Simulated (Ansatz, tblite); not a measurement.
Cost and result up the ladder for Cu₂H₂⁺ (the lowest doublet isomer of a short search) (4 atoms). The state is a doublet with charge 1. Geometry: r2SCAN-D4/def2-TZVP.

Cartesian coordinates in Å:
```
Cu -0.143 0.235 -1.115
Cu 0.144 -0.235 1.114
H 1.172 0.212 -0.105
H -1.172 -0.213 0.105
```

Ansatz on 2 threads of Arm Neoverse V2 on a shared host; xTB runs through tblite on one thread. Times are rough, summed over both states, and most runs start from the orbitals of an earlier one. RPA@PBE/def2-TZVP serves as the yardstick here, not as an exact answer. The other state is a quartet at its own geometry, which has other bonds, so the gap mixes isomer and spin.

The xTB rows come from tblite. B3LYP takes the VWN-RPA correlation. HSE06 is defined as in plane-wave codes, on full-range PBE exchange. Correlated methods freeze 18 core orbitals. In CCSD on the charge 1 quartet the largest single amplitude is 0.35, so its Hartree–Fock determinant may place the open shell otherwise than the density functionals do. HOMO above LUMO, or a gap near zero within one spin, warns that the state may not be the lowest or that an electron is smeared out. The structure comes from a short search, and lower isomers may exist.

Run but left out: HF/STO-3G (doublet: ⟨S²⟩ 3.66, where a pure state has 0.75); HF/def2-TZVP, HF/def2-TZVPP, MP2/def2-TZVP, MP2/def2-TZVPP (quartet: a determinant that CCSD turns far, T1 0.068).

Correlated methods converge slowly with the basis.

xTB has no spin-polarisation term.

```csv
level,functions,wall time,quartet − doublet (eV),difference from RPA@PBE/def2-TZVP (eV),remarks
GFN1-xTB,22,0.004 s,2.95,0.01,–
GFN2-xTB,20,0.005 s,6.25,3.31,–
LDA (SPW92)/def2-TZVP,102,2.3 s,3.78,0.83,gap within one spin near zero (quartet)
PBE-D4/def2-TZVP,102,4.5 s,3.51,0.57,–
RPA@PBE/def2-TZVP,102,6.2 s,2.94,0.00,–
B3LYP-D4/def2-TZVP,102,7.5 s,3.57,0.63,–
HSE06-D4/def2-TZVP,102,8.2 s,3.55,0.61,–
BHLYP-D4/def2-TZVP,102,12 s,2.96,0.02,–
PBE0-D4/def2-TZVP,102,14 s,3.56,0.61,–
r2SCAN-D4/def2-TZVP (with forces),102,14 s,3.49,0.55,–
r2SCAN0-D4/def2-TZVP,102,18 s,3.28,0.34,–
CCSD(T)/def2-TZVPP,156,2.9 min,3.78,0.83,large T1 (0.068) (quartet)
```
